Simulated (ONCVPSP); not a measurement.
# Before and after: ONCV potential for titanium (Ti)

Ti (Z = 22), optimised norm-conserving Vanderbilt (ONCV), made with ONCVPSP 4.0.1 (PBE, scalar-relativistic). Core [Ne], reference 3s2 3p6 3d2 4s1.75 4p0.25. Waves: 3s+4s: rc 1.60 bohr, ncon 4, nbas 8, qcut 5.9 1/bohr, 2 projectors; 3p+4p: rc 2.20 bohr, ncon 4, nbas 7, qcut 5.2 1/bohr, 2 projectors; 3d: rc 2.15 bohr, ncon 3, nbas 8, qcut 6.4 1/bohr, 2 projectors, debl 3.2 Ha; f scattering state at 0.05 Ha: rc 2.35 bohr, ncon 4, nbas 7, qcut 5.5 1/bohr, 1 projector. Local part: polynomial inside 1.40 bohr (lpopt 5, dvloc0 4 Ha). Core correction: none.

All-electron outer shells of the reference configuration (PBE, scalar-relativistic, ld1.x):

```csv
shell,level (eV),outermost node (bohr),outermost maximum (bohr)
2s,-537.28,0.09,0.27
2p,-444.60,–,0.22
3s,-62.98,0.40,0.87
3p,-39.21,0.37,0.90
4s,-4.67,1.24,2.92
3d,-4.58,–,0.98
4p,-1.63,1.39,3.80
```

Change: d: qcut 7.5.

Cutoffs: the cutoffs (Ha) at which the residual kinetic energy of the hardest occupied pseudo-wave falls to 1 and 0.1 mHa per electron; they do not see the model core or the augmentation charge, which bear on the density cutoff. Errors are all-electron minus pseudo energies relative to the spin-unpolarised reference configuration.

How do hardness, ghosts and transferability respond?

The potential gets harder (17 Ha and 25 Ha → 20 Ha and 25 Ha); of the 4 tests that both files solve, the error grows in 0 and shrinks in 1 by more than 15 % and 0.3 meV (median size 5.6 → 4.3 meV); neither file shows a bound ghost. The waves are optimised to have the least kinetic energy above qcut, so the cutoff follows it (qcut²/2 in Ha).

| quantity | base | changed |
| --- | --- | --- |
| cutoff, loose | 17 Ha | 20 Ha |
| cutoff, tight | 25 Ha | 25 Ha |
| loose cutoff by channel | s 13 Ha, p 12 Ha, d 17 Ha | s 13 Ha, p 12 Ha, d 20 Ha |
| bound ghosts | none | none |
| GHOST(+) flags under 300 eV | none | none |
| error for 3s2 3p6 3d2 4s2 4p0, meV [ΔE -0.75 eV] | 0.0 | 0.0 |
| error for 3s2 3p6 3d2 4s1 4p0, meV [ΔE 6.59 eV] | -0.6 | -0.6 |
| error for 3s2 3p6 3d2 4s0 4p0, meV [ΔE 20.16 eV] | -11 | -8.1 |
| error for 3s1 3p6 3d2 4s2 4p0, meV [ΔE 68.90 eV] | -454 | -386 |
| s: phases at 1.62 bohr within 0.05 rad from the reference energy up to (Ha; the scan ends near 5) | to the end of the scan | to the end of the scan |
| p: phases at 2.24 bohr within 0.05 rad from the reference energy up to (Ha; the scan ends near 5) | 4.4 | 4.4 |
| d: phases at 2.19 bohr within 0.05 rad from the reference energy up to (Ha; the scan ends near 5) | 0.9 | 1.0 |
| f: phases at 2.39 bohr within 0.05 rad from the reference energy up to (Ha; the scan ends near 5) | 3.3 | 3.3 |
